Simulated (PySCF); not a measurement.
C2H8SiTe.
Numbering: `[CH3:1][SiH:2]([CH3:3])[TeH:4]` (hydrogens: H5, H6, H7 on C1; H8 on Si2; H9, H10, H11 on C3; H12 on Te4)

Method: PySCF, PBE0-D3(BJ)/def2-SVP geometry optimisation, gas phase, def2 core potentials past Kr; density fitting, grid level 1; the optimiser is geomeTRIC in internal coordinates, started from a GFN2-xTB structure with every atom displaced at random (about 0.01 Å).

The end geometry, which sets the zero of energy:
```
atom  x, y, z in Å
C1     -0.0008    1.3582   -0.9453
Si2    -0.0325    0.2886    0.5968
C3     -0.9267   -1.3318    0.2833
Te4     2.3037   -0.1436    1.4350
H5     -1.0261    1.5806   -1.2832
H6      0.5264    0.8419   -1.7626
H7      0.5198    2.3072   -0.7505
H8     -0.6661    1.0268    1.7338
H9     -0.9549   -1.9483    1.1934
H10    -0.4166   -1.9070   -0.5050
H11    -1.9611   -1.1415   -0.0467
H12     2.6811   -0.9716    0.0382
```

**Question.** These geometries come from the run, each turned onto the end geometry. Order them by energy, lowest first.
A.
```
atom  x, y, z in Å
C1     -0.0223    1.3361   -0.9381
Si2     0.0281    0.2706    0.5966
C3     -0.9360   -1.3197    0.2896
Te4     2.3529   -0.1942    1.4674
H5     -1.0758    1.4571   -1.2335
H6      0.5192    0.8592   -1.7796
H7      0.4335    2.3261   -0.7593
H8     -0.6077    1.0043    1.7427
H9     -1.1430   -1.9143    1.1957
H10    -0.4065   -1.9597   -0.4346
H11    -1.8917   -1.0011   -0.1710
H12     2.7956   -0.9048    0.0113
```
B.
```
atom  x, y, z in Å
C1     -0.0112    1.3393   -0.9375
Si2     0.0126    0.2685    0.6036
C3     -0.9370   -1.3222    0.2849
Te4     2.3362   -0.1833    1.4456
H5     -1.0571    1.4898   -1.2510
H6      0.5291    0.8583   -1.7686
H7      0.4515    2.3192   -0.7530
H8     -0.6084    1.0069    1.7495
H9     -1.1128   -1.9020    1.2008
H10    -0.4063   -1.9623   -0.4371
H11    -1.9117   -1.0523   -0.1574
H12     2.7614   -0.9005    0.0073
```
C.
```
atom  x, y, z in Å
C1      0.0222    1.3411   -0.9379
Si2    -0.0096    0.2779    0.6263
C3     -0.9622   -1.3404    0.2705
Te4     2.3451   -0.1470    1.4315
H5     -1.0185    1.5569   -1.2882
H6      0.5167    0.8704   -1.7558
H7      0.4953    2.3116   -0.7622
H8     -0.6478    1.0136    1.7116
H9     -1.0005   -1.9421    1.1817
H10    -0.4448   -1.9137   -0.4875
H11    -1.9621   -1.1398   -0.0511
H12     2.7127   -0.9290    0.0483
```
D.
```
atom  x, y, z in Å
C1     -0.0021    1.3458   -0.9363
Si2    -0.0099    0.2709    0.6054
C3     -0.9416   -1.3262    0.2829
Te4     2.3250   -0.1694    1.4281
H5     -1.0376    1.5247   -1.2706
H6      0.5419    0.8554   -1.7560
H7      0.4725    2.3173   -0.7421
H8     -0.6226    1.0119    1.7513
H9     -1.0813   -1.8976    1.2104
H10    -0.4027   -1.9609   -0.4369
H11    -1.9343   -1.1039   -0.1407
H12     2.7390   -0.9087   -0.0084
```

**Answer.** D (0.004 eV), B (0.012 eV), A (0.035 eV), C (0.107 eV).

In the order of the answer:

```
step  E above end (eV)  largest force (eV/Å)  rms force component (eV/Å)  rms distance from end (Å)  rms bond change (Å)  bond most changed (Å)
   3             0.004                  0.10                       0.029                      0.070                0.002         Si2–Te4 -0.005
   2             0.012                  0.18                       0.052                      0.089                0.003         Si2–Te4 -0.007
   1             0.035                  0.52                       0.155                      0.111                0.007         Te4–H12 +0.013
   0             0.107                  1.62                       0.581                      0.036                0.026          Si2–H8 -0.038
```

What follows is the cost of the whole optimisation. On one thread, Intel Xeon Platinum 8488C (x86_64), shared host with 96 logical CPUs at a one-minute load of 13, this took 47 s of wall time and 0.48 GiB of memory at its peak.
